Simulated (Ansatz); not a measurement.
Which method gave which barrier?

Saddle point of SnH5SF, closed shell (SnH₃F ([F][SnH3]) + H₂S → SnH₄S ([SH][SnH3]) + HF; bonds formed: Sn1–S7, F2–H6; bonds broken: Sn1–F2, H6–S7), PBE0-D4/def2-TZVP structure:

| atom | x (Å) | y (Å) | z (Å) |
| --- | --- | --- | --- |
| Sn1 | -0.8191 | -0.4904 | -0.1899 |
| F2 | 0.9138 | -0.8472 | 1.0956 |
| H3 | -0.5849 | -1.1858 | -1.7226 |
| H4 | -1.5108 | -1.6329 | 0.8803 |
| H5 | -1.7629 | 0.9287 | -0.1010 |
| H6 | 1.4403 | 0.0159 | 0.5006 |
| S7 | 1.3688 | 1.1229 | -0.6496 |
| H8 | 0.9547 | 2.0887 | 0.1865 |

Computed with Ansatz 0.2.0 (basis: def2-TZVPP, with def2-QZVPP for the basis limit); correlated methods freeze the cores. Filled d shells of the heavier atoms are correlated. Core potentials replace the inner electrons of the atoms past krypton. The def2 sets are not built for correlating such inner shells, so the correlated values are less sure here. Extrapolation: Hartree–Fock as exp(−7.88 √X), correlation as X^−2.97. Four methods, as single points on the PBE0-D4 structures, gave these electronic barriers from the start structure: 51.4, 67.1, 89.9, 145.0 kJ/mol.

Question: The methods were, in alphabetical order, CCSD(T), HF, PBE-D4, PBE0-D4. Which gave which? (Judge from chemistry; the calculation decides.)

Answer: Computed: PBE-D4 51.4; PBE0-D4 67.1; CCSD(T) 89.9; HF 145.0 kJ/mol. For comparison, CCSD(T) at an estimated basis limit (MP2 extrapolated from triple and quadruple zeta, plus CCSD(T) − MP2 in triple zeta) gives 84.3 kJ/mol.

The T1 diagnostic stays at or below 0.014.

Exchanges of this kind with a chalcogen hydride build sulfide and selenide films.

Labels in which every atom is bracketed show which atoms are joined, not bond orders.

For scale, one of the runs: CCSD(T)/def2-TZVPP, 193 basis functions, launched by `ansatz run in.yaml --threads 4 --pin off --events-out ev --progress --plain --max-ram 9574MiB`. Hardware: 4 CPU threads of an Arm Neoverse V2, shared host. Wall time 66 s; peak host memory 2.4 GiB.
